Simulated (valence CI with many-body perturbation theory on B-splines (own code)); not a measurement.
**Fe XII: electric-dipole lines**

Level of theory: relativistic CI+MBPT: five valence electrons over a frozen Dirac-Fock core [Ne], radial functions for each j: 11 s, 11 p, 10 d, 8 f, 5 g, 2 h, with the one-electron correlation potential Σ1 (screened to all orders), the two-electron term Σ2, the three-electron term Σ3, Breit, model QED; selected single and double excitations, second order for the rest, scaled by the run's own slope (own B-spline code, finite nucleus).

No measured levels were compared; by estimate levels of excited configurations hold to 0.05 to 0.15 % of their energy, terms of the ground configuration to about 0.5 %. Among the levels kept, up to 3200 cm⁻¹ of a level comes from second order outside the variational space, and about a tenth of that is noise between levels of different J, which matters for small intervals.

Lines 1 to 50 of 574 in falling wavelength, among levels below 1068100 cm⁻¹, chosen from the strongest by gf and those to the six lowest levels. Wavelengths and rates use the calculated energies, so an error of 200 cm⁻¹ moves a line at 595.8 Å by 0.12 % and its rate by three times that or more. Electric multipoles are in the length gauge with retardation, E1 and E2 with the static RPA response of the core. Weak lines are less certain than strong ones. Lines between different terms over intervals too small for the method are left out, as are lines whose strength nearly cancels. Where a level lies close to another of its J and parity, the split of strength between their lines is uncertain. The highest levels of a list are the least certain.

Names give the largest LS component (configuration and term), which can be under half, so a name can repeat, a term be missing and a line seem to break the LS rules; names also repeat where a configuration has a term twice. Letters in brackets count levels of one name in rising energy.

```tsv
λ vac (Å)	Upper	Lower	A (s⁻¹)	S (a.u.) with core polarisation	S without
595.8	3p4 3d 4D_7/2	3s 3p3 3d 4D°_7/2 [d]	2.43e+08	2.03e-01	2.11e-01
506.6	3p4 3d 4F_9/2	3s 3p3 3d 4D°_7/2 [d]	6.92e+08	4.44e-01	4.61e-01
492.7	3p4 3d 4F_7/2	3s 3p3 3d 4D°_5/2 [c]	5.93e+08	2.80e-01	2.91e-01
492.3	3s 3p4 4P_3/2	3s2 3p3 2P°_3/2	1.00e+07	2.35e-03	2.45e-03
474.6	3p4 3d 4P_5/2	3s 3p3 3d 4D°_7/2 [d]	6.67e+08	2.11e-01	2.19e-01
438.6	3s 3p4 4P_5/2	3s2 3p3 2D°_5/2	2.23e+07	5.57e-03	5.78e-03
430.0	3s 3p4 4P_5/2	3s2 3p3 2D°_3/2	1.32e+07	3.11e-03	3.23e-03
414.3	3p4 3d 2P_1/2	3s 3p3 3d 2D°_3/2 [b]	1.90e+09	1.33e-01	1.38e-01
405.9	3p5 2P°_3/2	3s2 3p2 3d 2P_3/2 [a]	2.17e+09	2.87e-01	2.98e-01
398.7	3p4 3d 2P_3/2	3s 3p3 3d 2D°_5/2 [b]	1.80e+09	2.25e-01	2.33e-01
390.9	3s 3p3 3d 4F°_9/2 [a]	3s2 3p2 3d 4F_9/2	7.95e+08	2.34e-01	2.43e-01
386.3	3s 3p3 3d 4F°_7/2 [a]	3s2 3p2 3d 4F_7/2	7.17e+08	1.63e-01	1.69e-01
386.0	3s 3p4 2D_3/2	3s2 3p3 2P°_3/2	1.86e+07	2.11e-03	2.19e-03
383.1	3s 3p4 2D_5/2	3s2 3p3 2P°_3/2	5.38e+08	8.95e-02	9.30e-02
378.1	3p4 3d 2D_3/2	3s 3p3 3d 2F°_5/2 [a]	1.82e+09	1.94e-01	2.01e-01
376.7	3s 3p4 2D_3/2	3s2 3p3 2P°_1/2	2.72e+08	2.87e-02	2.98e-02
366.6	3p4 3d 2D_5/2	3s 3p3 3d 2F°_7/2 [a]	1.48e+09	2.16e-01	2.23e-01
364.5	3s 3p4 4P_5/2	3s2 3p3 4S°_3/2	1.59e+09	2.28e-01	2.37e-01
360.3	3s 3p3 3d 4P°_3/2 [b]	3s2 3p2 3d 4P_5/2	1.51e+09	1.39e-01	1.44e-01
359.8	3p4 3d 4F_9/2	3s 3p3 3d 4F°_9/2 [b]	1.26e+09	2.90e-01	3.01e-01
354.7	3p4 3d 4F_7/2	3s 3p3 3d 4F°_7/2 [b]	1.15e+09	2.03e-01	2.10e-01
352.1	3s 3p4 4P_3/2	3s2 3p3 4S°_3/2	1.74e+09	1.50e-01	1.56e-01
350.5	3p4 3d 2D_3/2	3s 3p3 3d 2D°_3/2 [a]	1.46e+09	1.24e-01	1.29e-01
350.0	3p4 3d 4F_3/2	3s 3p3 3d 4F°_3/2 [b]	1.31e+09	1.11e-01	1.15e-01
346.9	3s 3p4 4P_1/2	3s2 3p3 4S°_3/2	1.84e+09	7.59e-02	7.87e-02
346.6	3s 3p3 3d 4G°_11/2	3s2 3p2 3d 4F_9/2	3.40e+09	8.39e-01	8.69e-01
340.8	3s 3p3 3d 2F°_7/2 [c]	3s2 3p2 3d 2F_7/2 [b]	9.50e+08	1.48e-01	1.54e-01
340.7	3s 3p3 3d 4G°_9/2	3s2 3p2 3d 4F_7/2	3.41e+09	6.65e-01	6.89e-01
340.6	3s 3p4 2D_3/2	3s2 3p3 2D°_5/2	4.09e+07	3.19e-03	3.31e-03
339.8	3p5 2P°_3/2	3s 3p4 2D_5/2	3.93e+09	3.04e-01	3.16e-01
338.9	3s 3p3 3d 2D°_3/2 [b]	3s2 3p2 3d 2P_1/2 [a]	1.45e+09	1.12e-01	1.16e-01
338.4	3s 3p4 2D_5/2	3s2 3p3 2D°_5/2	2.73e+09	3.14e-01	3.25e-01
336.6	3s 3p3 3d 2F°_7/2 [d]	3s2 3p2 3d 2D_5/2 [c]	7.46e+08	1.12e-01	1.17e-01
335.9	3s 3p3 3d 4G°_7/2	3s2 3p2 3d 4F_5/2	3.33e+09	4.98e-01	5.16e-01
335.4	3s 3p4 2D_3/2	3s2 3p3 2D°_3/2	3.33e+09	2.48e-01	2.57e-01
335.3	3s 3p3 3d 2P°_3/2 [b]	3s2 3p2 3d 2S_1/2	1.44e+09	1.07e-01	1.11e-01
333.2	3s 3p4 2D_5/2	3s2 3p3 2D°_3/2	2.62e+07	2.88e-03	2.98e-03
332.7	3s 3p3 3d 4G°_5/2	3s2 3p2 3d 4F_3/2	3.35e+09	3.66e-01	3.79e-01
328.4	3s 3p3 3d 2D°_5/2 [b]	3s2 3p2 3d 2P_3/2 [b]	1.83e+09	1.92e-01	1.99e-01
323.6	3s2 3p2 3d 2P_3/2 [a]	3s2 3p3 2P°_3/2	5.90e+08	3.95e-02	4.11e-02
323.5	3s 3p3 3d 2G°_9/2 [a]	3s2 3p2 3d 2F_7/2 [a]	1.53e+09	2.56e-01	2.65e-01
321.5	3p5 2P°_1/2	3s 3p4 2D_3/2	3.79e+09	1.24e-01	1.29e-01
319.1	3s 3p3 3d 2G°_7/2 [a]	3s2 3p2 3d 2F_5/2 [a]	1.54e+09	1.97e-01	2.04e-01
318.0	3s 3p3 3d 4F°_9/2 [b]	3s2 3p2 3d 4D_7/2	2.52e+09	4.00e-01	4.14e-01
317.1	3s2 3p2 3d 2P_3/2 [a]	3s2 3p3 2P°_1/2	3.47e+08	2.18e-02	2.27e-02
316.9	3s 3p3 3d 2D°_5/2 [d]	3s2 3p2 3d 2P_3/2 [c]	1.10e+09	1.03e-01	1.07e-01
316.7	3s 3p3 3d 4F°_7/2 [b]	3s2 3p2 3d 4D_7/2	8.73e+08	1.10e-01	1.13e-01
315.5	3s 3p3 3d 2P°_3/2 [a]	3s2 3p2 3d 2P_3/2 [b]	1.89e+09	1.17e-01	1.21e-01
312.5	3s 3p3 3d 2F°_7/2 [d]	3s2 3p2 3d 2F_7/2 [b]	1.47e+09	1.77e-01	1.83e-01
312.4	3s 3p4 2P_1/2	3s2 3p3 2P°_1/2	3.18e+09	9.58e-02	9.94e-02
```
